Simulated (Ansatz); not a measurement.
Born–Oppenheimer molecular dynamics of CH7AlO3 (12 atoms, charge 0, multiplicity 1). It starts at the highest image of a converged band, a first-order saddle point between two minima.

Level of theory: UKS BLYP-D4/6-31G* in Ansatz 0.2.0.

| Item | Value |
| --- | --- |
| ensemble | NVE (velocity Verlet) |
| time step | 0.5 fs |
| steps asked | 200 |
| starting velocities drawn for | 100 K |
| seed | 11417 |

First frame:

```xyz
12
Properties=species:S:1:pos:R:3
Al 0.662 0.029 0.199
O 0.020 1.609 -0.636
O 1.200 0.171 1.839
O 1.665 -0.827 -0.928
H -0.833 0.749 -0.578
C -1.377 -0.573 -0.078
H 0.352 1.686 -1.559
H 0.860 0.902 2.387
H 2.500 -1.187 -0.577
H -2.261 -0.115 0.398
H -1.119 -1.432 0.578
H -1.669 -1.015 -1.045
```

Question: How far do the bonds stretch over the last three quarters of this one trajectory? (Pairs bonded in most of those frames.)

Answer: 
```json
{"bond": "Al1–O3", "mean (Å)": "1.749", "spread (Å)": "0.024", "shortest": "1.69", "longest": "1.79"}
{"bond": "Al1–O4", "mean (Å)": "1.763", "spread (Å)": "0.019", "shortest": "1.73", "longest": "1.80"}
{"bond": "Al1–C6", "mean (Å)": "1.973", "spread (Å)": "0.051", "shortest": "1.88", "longest": "2.05"}
{"bond": "O2–H5", "mean (Å)": "0.985", "spread (Å)": "0.017", "shortest": "0.95", "longest": "1.02"}
{"bond": "O2–H7", "mean (Å)": "0.989", "spread (Å)": "0.022", "shortest": "0.95", "longest": "1.03"}
{"bond": "O3–H8", "mean (Å)": "0.976", "spread (Å)": "0.003", "shortest": "0.97", "longest": "0.98"}
{"bond": "O4–H9", "mean (Å)": "0.979", "spread (Å)": "0.009", "shortest": "0.96", "longest": "0.99"}
{"bond": "C6–H10", "mean (Å)": "1.108", "spread (Å)": "0.009", "shortest": "1.09", "longest": "1.13"}
{"bond": "C6–H11", "mean (Å)": "1.105", "spread (Å)": "0.018", "shortest": "1.07", "longest": "1.13"}
{"bond": "C6–H12", "mean (Å)": "1.105", "spread (Å)": "0.014", "shortest": "1.08", "longest": "1.13"}
```

Mean temperature of the second half: 285 K. The conserved energy stayed within 0.061 meV per atom of its start (net change 0.031 meV per atom), so the integration is sound. The kinetic energy rose, since the run started high on the potential surface and went downhill. It ends in pieces (CH5AlO2 + H2O), so much of that is their flight and rotation, not heat. A run of 0.1 ps of so small a system gives no equilibrium averages. The orbitals stay closed-shell, which can raise the energy where a bond breaks towards radicals; this wasn't checked here.

Run time: 6.9 min on 2 threads of Intel(R) Xeon(R) Platinum 8488C (Sapphire Rapids) (shared host), peak memory 0.18 GiB.
